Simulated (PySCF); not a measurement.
Polarisability and C₆ of Pb³⁺ (lead, charge +3)

[Xe] 4f14 5d10 6s1, 2S determinant. All numbers are calculated (PySCF 2.14, scalar relativity by spin-free X2C-1e, in aug-cc-pwCVTZ-DK3 (11s10p8d5f1g, 125 functions)). Coupled (time-dependent) response in atomic units; α is the mean over directions.

```
method  mean α (bohr³)  C₆ (like pair)  S(−4)
  MN15           8.774           48.44  27.36
```

S(−4) is the Cauchy moment in α(ω) = α(0) + S(−4) ω² + …

α(iu) at MN15:

| u (hartree) | α(iu) (bohr³) |
| --- | --- |
| 0 | 8.774 |
| 0.0500 | 8.706 |
| 0.100 | 8.514 |
| 0.200 | 7.868 |
| 0.300 | 7.087 |
| 0.500 | 5.699 |
| 0.750 | 4.497 |
| 1.00 | 3.683 |
| 1.50 | 2.634 |
| 2.00 | 1.976 |
| 3.00 | 1.215 |
| 5.00 | 0.5777 |

For an ion, C₆ is the dispersion term alone; charge-induced terms of lower order in 1/R come first.

Spin-orbit coupling, which splits the p, d and f shells strongly at this Z, is absent.
